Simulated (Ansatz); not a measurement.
`N[Si](O)(O)[TeH]` + `CO[SiH3]` → `[SiH3][TeH]` + `CO[Si](N)(O)O`  (redistribution)

Calculated with Ansatz (gas phase, PBE0-D4/def2-TZVP geometries, no zero-point term in ΔE). CBS: MP2 limit from def2 TZ/QZ plus the TZ coupled-cluster correction, frozen cores. DFT in def2-TZVPP. B3LYP here is the variant with VWN-RPA as its local correlation; programs differ in this. def2 core potentials past Kr. For Te outer-core shells are correlated without core-valence functions, which leaves a few kJ/mol of doubt a bond. One conformer a species, not always the lowest.

```csv
level,ΔE (eV)
r2SCAN-D4,-0.30
B3LYP-D4,-0.27
B2PLYP,-0.28
r2SCAN,-0.30
PBE0,-0.30
MP2/def2-TZVPP,-0.26
HF/def2-QZVPP,-0.36
HF/CBS(def2),-0.36
```

Question: What does CCSD(T)/CBS give? (Estimate.)

Answer: Computed: -0.29 eV. The listed levels differ from it by -0.01, 0.02, 0.01, -0.01, -0.01, 0.03, -0.07, -0.07 eV.

Largest T1 diagnostic among the species: 0.011.

In def2-TZVPP, CCSD(T) changes the Hartree–Fock value by +0.05 eV (the triples alone add +0.02 eV) and MP2 by +0.11 eV. From PBE to PBE0 (25 % exact exchange), in def2-TZVPP and without D4, ΔE moves by −0.05 eV.
